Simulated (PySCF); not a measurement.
# How the functional moves excitation energies

C2H4Al2Cl2.
SMILES: `C#[C][AlH-]1[Cl+][AlH2-][Cl+]1`

Linear-response calculations in the def2-SVPD basis (PySCF; singlets by full response, triplets Tamm–Dancoff, core orbitals frozen in the response; HF means time-dependent Hartree–Fock). 'Strongest' is the level of largest summed f among the singlets computed (10 roots, of which the last may lack a degenerate partner); it can jump between rows when another state enters that window. S1 is the lowest singlet of each run and needn't be the same state throughout; f(S1) is that of one state. Isolated species at its PBE0-D3(BJ)/def2-SVP geometry, gas phase.

```csv
functional,kind,S1 (eV),f(S1),strongest (eV),T1 (eV),HOMO (eV),gap (eV),"ionisation energy, ΔSCF (eV)"
LDA,LDA,5.08,0.000,6.16,4.73,-7.29,5.04,10.44
PBE,GGA,5.15,0.000,6.18,4.62,-7.11,5.12,10.40
B3LYP,"global hybrid, 20% exact exchange",5.48,0.000,6.79,4.71,-8.05,6.69,10.34
PBE0,"global hybrid, 25% exact exchange",5.58,0.000,7.04,4.63,-8.32,7.14,10.40
BHandHLYP,"global hybrid, 50% exact exchange",5.58,0.000,7.75,4.62,-9.34,9.00,10.40
CAM-B3LYP,range-separated hybrid,5.64,0.000,7.66,4.73,-9.66,9.44,10.59
wB97X-D,range-separated hybrid,5.72,0.000,7.77,4.84,-10.21,10.74,10.59
LC-wPBE,range-separated hybrid,5.77,0.000,8.44,4.64,-11.13,11.98,10.73
HF,Hartree–Fock,5.27,0.000,8.83,4.05,-10.98,12.62,not settled
```

S1 runs from 5.08 eV (LDA) to 5.77 eV (LC-wPBE), a spread of 0.69 eV, while the orbital gap spreads over 7.6 eV. −ε(HOMO) comes closest to its own ΔSCF ionisation energy with wB97X-D (-0.38 eV) and misses most with PBE (-3.28 eV). 'Not settled' means that the ion's SCF failed to converge or may have ended in another state than the lowest.
